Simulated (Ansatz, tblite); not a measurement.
Forces on Sn19H29 at its PBE-D4/def2-SVP geometry. Charge 0, multiplicity 2.

In the def2 sets Sn takes a core potential; there is no spin–orbit coupling. The xTB rows come from tblite. Single mean-field runs in def2-SVP are fitted with def2-universal-jkfit.

GFN1-xTB (tblite), largest force 0.85 eV/Å:

```xyz
48
positions Å, forces eV/Å
Sn    0.342    2.989    3.680    0.031   -0.193   -0.035
Sn    4.559    1.221    3.338   -0.113   -0.040   -0.083
Sn    2.874    3.786   -0.066    0.016   -0.197   -0.014
Sn   -0.860    1.178   -0.330   -0.473   -0.550   -0.437
Sn    3.373   -0.757   -0.701    0.035   -0.040   -0.046
Sn   -4.817    1.585   -2.916    0.148    0.045    0.110
Sn   -1.001   -0.909   -3.841   -0.205    0.068    0.122
Sn    0.837   -1.556    3.053   -0.019   -0.057    0.037
Sn    0.076   -4.133   -0.828   -0.081   -0.051   -0.066
Sn   -3.674   -1.751    0.117    0.016    0.138   -0.206
Sn    2.949    3.447    2.726    0.027    0.092    0.036
Sn   -0.773    0.683    2.462    0.012    0.255   -0.184
Sn   -4.866    0.779   -0.224    0.094   -0.181   -0.068
Sn    3.450   -1.059    2.105   -0.002    0.014    0.001
Sn    1.781    1.487   -1.319   -0.208    0.186    0.145
Sn   -2.085   -2.730   -1.989    0.214   -0.153    0.113
Sn    2.544   -3.204   -1.833   -0.036    0.015    0.147
Sn   -2.260    1.601   -4.082    0.010   -0.207    0.055
Sn   -0.037   -4.018    1.989    0.114    0.062   -0.078
H     0.366    2.775    5.408   -0.145    0.277   -0.214
H    -0.672    4.361    3.350    0.148   -0.159    0.303
H     4.639    0.991    5.059    0.229    0.083   -0.300
H     6.183    1.478    2.774   -0.198   -0.052    0.329
H     1.915    5.175   -0.480    0.361   -0.091   -0.013
H     4.478    4.070   -0.679   -0.302    0.227    0.019
H    -1.591    2.773   -0.484    0.249    0.041    0.177
H     4.994   -0.422   -1.256   -0.147   -0.080    0.064
H    -5.571    3.138   -3.095   -0.017   -0.369   -0.090
H    -5.781    0.449   -3.809    0.110    0.416    0.163
H     0.666   -0.688   -3.398   -0.290   -0.127   -0.265
H    -0.989   -1.689   -5.398    0.205    0.195    0.304
H     0.909   -1.709    4.790    0.016   -0.029   -0.176
H    -0.050   -5.817   -1.271    0.049    0.150    0.065
H    -2.663   -1.737    1.532   -0.327   -0.139   -0.208
H    -4.921   -2.928    0.424    0.316    0.231    0.139
H     3.594    4.887    3.467   -0.031   -0.072   -0.037
H    -2.380    0.475    3.100    0.198    0.016    0.057
H    -4.070    1.945    0.783   -0.356   -0.187   -0.125
H    -6.518    0.687    0.314    0.344    0.173    0.041
H     4.432   -2.454    2.471   -0.077    0.179   -0.014
H     1.764    1.780   -3.036    0.126   -0.007    0.164
H     2.461   -3.097   -3.566    0.189   -0.193    0.285
H     3.767   -4.384   -1.458   -0.187    0.167   -0.333
H    -1.264    2.829   -3.371   -0.217   -0.144   -0.332
H    -2.407    1.983   -5.773    0.139    0.109    0.345
H    -1.649   -4.393    2.520    0.368   -0.136    0.021
H     1.006   -5.255    2.630   -0.405    0.098   -0.010
H    -3.065   -3.857   -2.891    0.071    0.214    0.094
```

GFN2-xTB (tblite), largest force 0.54 eV/Å:

```
Sn 0.021 -0.007 0.086
Sn 0.002 0.021 0.007
Sn 0.085 0.014 -0.011
Sn -0.124 -0.226 -0.132
Sn 0.176 -0.200 -0.254
Sn 0.203 0.109 0.161
Sn -0.469 0.014 -0.266
Sn -0.120 -0.293 0.187
Sn -0.009 -0.096 -0.027
Sn -0.427 0.028 -0.331
Sn 0.031 0.078 0.037
Sn -0.145 0.298 0.062
Sn -0.143 -0.208 -0.172
Sn 0.242 -0.040 0.154
Sn -0.057 0.326 -0.066
Sn 0.203 -0.329 0.068
Sn -0.009 -0.079 0.033
Sn -0.171 -0.217 -0.130
Sn 0.040 -0.063 -0.043
H -0.114 0.149 -0.257
H 0.143 -0.210 0.187
H 0.120 0.024 -0.294
H -0.223 -0.084 0.212
H 0.265 -0.171 0.006
H -0.305 0.089 0.025
H 0.186 0.026 0.131
H -0.265 -0.066 0.127
H 0.029 -0.333 -0.051
H 0.066 0.265 0.100
H -0.079 -0.090 -0.117
H 0.170 0.166 0.349
H 0.024 0.025 -0.299
H 0.031 0.279 0.080
H -0.119 -0.103 -0.057
H 0.349 0.223 0.084
H -0.066 -0.110 -0.068
H 0.279 0.018 0.012
H -0.204 -0.112 -0.046
H 0.336 0.095 0.018
H -0.179 0.269 -0.064
H 0.116 -0.033 0.252
H 0.134 -0.079 0.291
H -0.209 0.223 -0.196
H -0.100 -0.080 -0.200
H 0.130 0.030 0.323
H 0.330 -0.018 0.002
H -0.301 0.194 -0.059
H 0.126 0.284 0.146
```

PBE-D4/def2-SVP (Ansatz), largest force 0.02 eV/Å:

```
Sn -0.005 -0.002 0.003
Sn 0.001 -0.005 0.002
Sn -0.001 0.000 -0.006
Sn 0.001 -0.003 0.000
Sn -0.001 -0.003 0.000
Sn 0.014 -0.012 0.008
Sn -0.005 0.001 -0.006
Sn 0.001 -0.001 0.001
Sn 0.004 0.000 0.001
Sn -0.008 0.000 -0.003
Sn 0.001 0.000 -0.001
Sn 0.007 -0.001 -0.002
Sn -0.002 -0.003 0.002
Sn -0.002 0.003 -0.002
Sn 0.002 -0.003 0.007
Sn -0.002 -0.007 -0.002
Sn -0.001 -0.002 -0.001
Sn 0.002 -0.002 -0.003
Sn -0.002 -0.001 -0.003
H 0.000 0.000 -0.001
H 0.001 0.001 -0.001
H 0.001 0.001 0.002
H -0.001 0.001 0.001
H -0.001 0.002 0.001
H -0.001 0.000 0.000
H -0.004 0.001 -0.003
H 0.001 0.001 -0.001
H -0.009 0.017 -0.002
H -0.003 -0.002 -0.003
H 0.006 0.001 0.001
H -0.001 0.000 0.002
H -0.001 0.000 0.002
H -0.001 -0.001 -0.002
H 0.003 0.000 0.006
H 0.002 0.001 -0.002
H -0.001 -0.001 -0.001
H -0.002 0.000 0.001
H -0.002 0.002 0.001
H 0.003 0.001 -0.002
H -0.001 0.002 0.000
H 0.000 0.001 -0.002
H 0.002 0.000 0.002
H -0.001 0.002 -0.001
H 0.000 0.002 -0.001
H 0.000 0.000 0.003
H 0.003 0.000 0.002
H -0.002 0.002 0.000
H 0.003 0.006 0.003
```
